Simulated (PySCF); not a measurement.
# Electron correlation in P²⁺ (phosphorus, charge +2)

[Ne] 3s2 3p1, 2P determinant. Calculation: PySCF 2.14, in jorge-DZP-DKH; scalar relativity by spin-free X2C-1e. Frozen: [Ne]; 3 electrons correlated.

MP2 pair energies summed by pair of shells (mhartree):

```json
{"pair": "3s-3s", "energy": "-22.36", "share (%)": "57.8"}
{"pair": "3s-3p", "energy": "-16.36", "share (%)": "42.2"}
```

Total MP2 correlation energy: -38.72 mhartree.

Same-spin part -2.39 and opposite-spin part -36.33 mhartree; SCS-MP2 scales them by 1/3 and 6/5 to -44.39 mhartree.

```
  level  correlation energy (mhartree)
   CCSD                         -58.10
    (T)                          -0.63
CCSD(T)                         -58.73
```

Diagnostics: T1 = 0.0097, D1 = 0.0231, largest double amplitude 0.110.

Task: Is a single reference adequate?

Result: Mostly. T1 lies below 0.03, but a double amplitude of this size points to a near-degeneracy that CCSD handles and MP2 describes poorly.
